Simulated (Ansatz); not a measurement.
# Ligand exchange: GeH2(CH3)I + BH(CH3)(SH) → GeH2(CH3)(SH) + BH(CH3)I

Species: GeH2(CH3)I, singlet; BH(CH3)(SH), singlet; GeH2(CH3)(SH), singlet; BH(CH3)I, singlet. The partners trade I for SH: Ge–I and B–SH bonds give way to Ge–SH and B–I.

Shapes, held fixed at every level: PBE0-D4/def2-TZVP. Flexible molecules stand in one conformer, not always the lowest. Programs: Ansatz 0.2.0. The zero-point and thermal change to 298 K, harmonic and unscaled (PBE0-D4/def2-TZVP), is -2.9 kJ/mol.

| level | kind | ΔH(298 K) (kJ/mol) | less CCSD(T)/def2-TZVPP |
| --- | --- | --- | --- |
| HF/def2-SVP | Hartree–Fock | +66.1 | +11.6 |
| SPW92/def2-TZVPP | LDA | +62.4 | +7.9 |
| r2SCAN-D4/def2-TZVPP | meta-GGA | +60.6 | +6.1 |
| B3LYP-D4/def2-TZVPP | global hybrid | +61.3 | +6.8 |
| wB97M-V/def2-TZVPP | range-separated hybrid | +61.0 | +6.5 |
| wB97X-V/def2-TZVPP | range-separated hybrid | +60.4 | +5.9 |
| CCSD(T)/def2-SVP | coupled cluster or CI | +68.0 | +13.5 |
| CCSD(T)/def2-TZVPP | coupled cluster or CI | +54.5 | 0.0 |

The highest level, CCSD(T)/def2-TZVPP, gives ΔH(298 K) = +54.5 kJ/mol; the levels span +54.5 to +68.0. The column of differences is taken from that level and isn't an error. No measured value is set beside it here. For atoms past krypton def2 sets carry core potentials with scalar relativity. Relativity is left out for Ge unless named. Correlated rows may include outer-core shells of Ge, I, which these sets cover unevenly.
